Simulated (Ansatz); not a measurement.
Ansatz (a quantum-chemistry and plane-wave program) input:

Ansatz 0.2 input:
```yaml
crystal:
  periodic: [false, false, false]
  atoms:
    - {symbol: O, position_ang: [0.84597041, -0.68243539, -0.03783429]}
    - {symbol: N, position_ang: [0.21645173, 0.40634314, -0.02885563]}
    - {symbol: O, position_ang: [-1.03536567, 0.32688515, 0.06308297]}
basis:
  gaussian:
    orbitals: 6-31G*
total_charge: -1
magnetization: {spin_polarized: false}
correlation: {method: ccsd_t, electrons: outside_noble_gas}
```

What final total energy does it print?

-204.61560 Eh (CCSD(T)/6-31G*).

It need not be the lowest isomer of its formula. Whether it binds its extra electron was not tested at this geometry.
